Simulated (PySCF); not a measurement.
Species: benzoate anion, C7H5O2 (charge -1).
Atom-mapped SMILES: `[O:1]=[C:2]([O-:3])[c:4]1[cH:5][cH:6][cH:7][cH:8][cH:9]1` (hydrogens: H10 on C5; H11 on C6; H12 on C7; H13 on C8; H14 on C9)

Cartesian coordinates in Å at the GFN2-xTB level; atoms count from 1:
```xyz
14
C7H5O2 angstrom
O      2.9313   -1.0749   -0.4867
C      2.4170    0.0106   -0.1798
O      2.9608    1.1011    0.0484
C      0.8579    0.0035   -0.0641
C      0.1700    1.1621    0.2701
C     -1.2095    1.1593    0.3724
C     -1.9191   -0.0086    0.1404
C     -1.2415   -1.1703   -0.1945
C      0.1381   -1.1609   -0.2950
H      0.7458    2.0610    0.4454
H     -1.7420    2.0677    0.6335
H     -3.0008   -0.0133    0.2204
H     -1.7982   -2.0833   -0.3775
H      0.6895   -2.0543   -0.5553
```

Computed geometry: GFN2-xTB, gas phase.

Take the most abundant isotopes and a rigid rotor. 

Give the principal moments of inertia and the rotational constants in MHz.

Ia = 127.20, Ib = 403.59, Ic = 530.80 u·Å²; 505379 MHz·u·Å²/I gives A = 3973, B = 1252, C = 952.1 MHz.

Classify the top.

An asymmetric top: κ = (2 × 1252 − 3973 − 952.1)/(3973 − 952.1) = -0.80.

Is it planar, by Δ = Ic − Ia − Ib?

Planar: Δ = Ic − Ia − Ib = 0.00 u·Å². For a rigid frame Δ = −2 Σ m c², so it vanishes when all atoms lie in the ab plane; here none is more than 0.01 Å from it.

Estimate the classical rotational partition function at 50 K, 100 K and 500 K.

Point group C2v, symmetry number σ = 2; q = (√π/σ)·√((kT/h)³/(ABC)), k/h = 20836.6 MHz/K: 13700 at 50 K, 38700 at 100 K, 433000 at 500 K.

Whether it is a minimum is left open (no frequencies). Constants of a rigid frame at the computed geometry: no zero-point averaging, no centrifugal distortion.
